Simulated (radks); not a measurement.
The numbers below are computed, except where a source is named.
Problem. Coherent X-ray form factor from a spherical all-electron density. Code: a radial shooting solver on a logarithmic mesh with Libxc functionals. Model: Dirac Kohn-Sham, LB94 model potential, spin-unpolarised, spherical densities, finite nucleus; Fermi nuclear charge, rms radius of each element as measured or else 0.836 A^(1/3) + 0.57 fm.

sin(theta)/lambda (1/angstrom)  f0 (electrons)
0.05                                    40.933
0.1                                     40.734
0.15                                    40.406
0.2                                     39.954
0.25                                    39.386
0.3                                     38.711
0.4                                     37.084
0.5                                     35.169
0.6                                     33.072
0.8                                     28.732
1                                       24.722
1.25                                    20.677
1.5                                     17.736
2                                       13.851

The species is in the configuration that NIST lists as its ground one. Which atom or ion scatters so?

Solution. The tantalum ion Ta32+, [Kr] 4d5. Extrapolating in s^2 from the first two rows gives f0(0) = 41.0, near the electron count 41; among species with that count, the fall with angle is slower the higher Z, and the table is that of Z = 73; from so few rows the species is fixed only to a neighbour or two.
